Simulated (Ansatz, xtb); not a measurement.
# Two structures of BH8NO3Si

We compare I, a singlet given by its coordinates, with II, `[NH3+][BH2-]O[SiH](O)O`, a singlet. Both are isolated molecules in the gas phase, relaxed with PBE0-D4/def2-SVP; the shapes shown needn't be the lowest conformers.

I (Å):

```json
{"atom": "B", "x (Å)": "0.8501", "y (Å)": "1.9971", "z (Å)": "0.5548"}
{"atom": "N", "x (Å)": "-0.1194", "y (Å)": "0.0010", "z (Å)": "-1.6151"}
{"atom": "O", "x (Å)": "-2.3493", "y (Å)": "-0.3480", "z (Å)": "-0.1032"}
{"atom": "O", "x (Å)": "-0.4394", "y (Å)": "1.3505", "z (Å)": "0.7559"}
{"atom": "O", "x (Å)": "0.8525", "y (Å)": "2.3970", "z (Å)": "-1.0369"}
{"atom": "Si", "x (Å)": "-0.7199", "y (Å)": "-0.0984", "z (Å)": "0.0587"}
{"atom": "H", "x (Å)": "0.5177", "y (Å)": "1.5345", "z (Å)": "-1.4774"}
{"atom": "H", "x (Å)": "0.6138", "y (Å)": "-0.6653", "z (Å)": "-1.8535"}
{"atom": "H", "x (Å)": "-0.8641", "y (Å)": "-0.0895", "z (Å)": "-2.3057"}
{"atom": "H", "x (Å)": "-0.0403", "y (Å)": "-1.2262", "z (Å)": "0.7466"}
{"atom": "H", "x (Å)": "-2.8996", "y (Å)": "0.0486", "z (Å)": "0.5792"}
{"atom": "H", "x (Å)": "1.8184", "y (Å)": "1.2446", "z (Å)": "0.6261"}
{"atom": "H", "x (Å)": "0.9577", "y (Å)": "3.0602", "z (Å)": "1.1409"}
{"atom": "H", "x (Å)": "0.1628", "y (Å)": "3.0599", "z (Å)": "-1.1721"}
```

Close contacts (Å): B1–O4 1.46, B1–O5 1.64, N2–Si6 1.78, O3–Si6 1.66, O4–Si6 1.63, B1–H12 1.23, B1–H13 1.22, N2–H8 1.02, N2–H9 1.02, O3–H11 0.96, O5–H7 1.02, O5–H14 0.97, Si6–H10 1.49.

II (Å):

```xyz
14

B    -0.3056   -0.2679   -0.2428
N     0.2637    1.1871   -0.7612
O    -1.3119   -0.6400   -1.2311
O    -2.3324   -1.2453   -3.6515
O     0.0704    0.0694   -3.3251
Si   -0.9610   -1.1369   -2.7367
H     1.0778    1.4901   -0.2279
H    -0.4557    1.9075   -0.6954
H     0.5117    1.0754   -1.7571
H    -0.7759   -0.0682    0.8707
H     0.6970   -0.9871   -0.2327
H    -0.2806   -2.4464   -2.8743
H    -3.0490   -0.6624   -3.3819
H     0.4434   -0.0714   -4.2005
```

Q: Estimate which is lower in electronic energy at CCSD(T)/def2-SVP + ΔMP2/def2-TZVPP, and by roughly how much.

A: The CCSD(T)/def2-SVP + ΔMP2/def2-TZVPP calculation puts structure II lower, by 22.3 kcal/mol.

The same difference at several levels:

```tsv
level	geometry	E(II) − E(I) (kcal/mol)	departure from the last row (kcal/mol)	job, with rough time for the two
GFN2-xTB	GFN2-xTB	−21.1	+1.2	optimisation, 0.54 s
HF/STO-3G	GFN2-xTB	+2.9	+25.2	single point, 0.32 s
r2SCAN-D4/def2-SVP	GFN2-xTB	−17.2	+5.2	single point, 2.6 s
PBE0-D4/def2-SVP	PBE0-D4/def2-SVP	−18.3	+4.1	optimisation, 66 s
HF/def2-SVP	PBE0-D4/def2-SVP	−23.9	−1.6	part of the CCSD(T) run
MP2/def2-SVP	PBE0-D4/def2-SVP	−20.3	+2.1	part of the CCSD(T) run
CCSD(T)/def2-SVP	PBE0-D4/def2-SVP	−20.5	+1.9	single point
CCSD(T)/def2-SVP + ΔMP2/def2-TZVPP	PBE0-D4/def2-SVP	−22.3		single point, 32 s
```

HF/STO-3G puts the two in the other order. The largest departure from CCSD(T)/def2-SVP + ΔMP2/def2-TZVPP is that of HF/STO-3G, 25.2 kcal/mol. The last row adds to CCSD(T) the change of the MP2 difference between the two basis sets, here −1.9 kcal/mol.

With thermal terms from frequencies at re-optimised GFN2-xTB minima (ideal gas, soft modes damped towards free rotors, one conformer each, 298.15 K, 1 atm): the zero-point term adds +1.2 kcal/mol; ΔH is −21.0 and ΔG −21.4 kcal/mol.

The correlated steps freeze 10 core orbitals. Run with Ansatz 0.2.0, xtb 6.7.1; the last row on 2 threads of Intel(R) Xeon(R) 6975P-C (Granite Rapids) on a shared host.
